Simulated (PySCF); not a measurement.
**Electron correlation in N³⁺ (nitrogen, charge +3)**

[He] 2s2, closed-shell 1S. All numbers are calculated (PySCF 2.14, scalar relativity by spin-free X2C-1e, in x2c-SVPall). Frozen: 1s2; 2 electrons correlated.

Total MP2 correlation energy: -46.76 mhartree.

Same-spin part 0.00 and opposite-spin part -46.76 mhartree; SCS-MP2 scales them by 1/3 and 6/5 to -56.12 mhartree.

With two correlated electrons CCSD is exact within the correlated space (frozen core and kept virtual orbitals).

```tsv
level	correlation energy (mhartree)
CCSD	-86.31
```

Diagnostics: T1 = 0.0067, D1 = 0.0095, largest double amplitude 0.162.

A double-excitation amplitude exceeds 0.15, a sign of near-degeneracy.

Cost of the coupled-cluster step: 0.04 s of wall time on 1 thread of Neoverse-V2 (shared host), for 2 correlated electrons.

Iterations:

```
CC2 = 0
CCSD nocc = 1, nmo = 13
frozen orbitals [0]
max_cycle = 100
direct = 0
conv_tol = 1e-08
conv_tol_normt = 1e-06
diis_space = 8
diis_start_cycle = 0
Init t2, MP2 energy = -51.0720656241268  E_corr(MP2) -0.046763348416577
Init E_corr(CCSD) = -0.046763348416577
cycle = 1  E_corr(CCSD) = -0.066836903471388  dE = -0.0200735551  norm(t1,t2) = 0.0699068
cycle = 2  E_corr(CCSD) = -0.0765667870415053  dE = -0.00972988357  norm(t1,t2) = 0.0358051
cycle = 3  E_corr(CCSD) = -0.0864696990944861  dE = -0.00990291205  norm(t1,t2) = 0.018223
cycle = 4  E_corr(CCSD) = -0.0862766305694422  dE = 0.000193068525  norm(t1,t2) = 0.000276256
cycle = 5  E_corr(CCSD) = -0.0863285546225138  dE = -5.19240531e-05  norm(t1,t2) = 7.21031e-05
cycle = 6  E_corr(CCSD) = -0.0863135874401254  dE = 1.49671824e-05  norm(t1,t2) = 2.68668e-05
cycle = 7  E_corr(CCSD) = -0.0863138036054485  dE = -2.16165323e-07  norm(t1,t2) = 5.22097e-07
cycle = 8  E_corr(CCSD) = -0.0863138319700712  dE = -2.83646227e-08  norm(t1,t2) = 1.04476e-07
cycle = 9  E_corr(CCSD) = -0.0863138409126859  dE = -8.94261475e-09  norm(t1,t2) = 5.16653e-08
CCSD converged
E(CCSD) = -51.11161611662293  E_corr = -0.0863138409126859
```
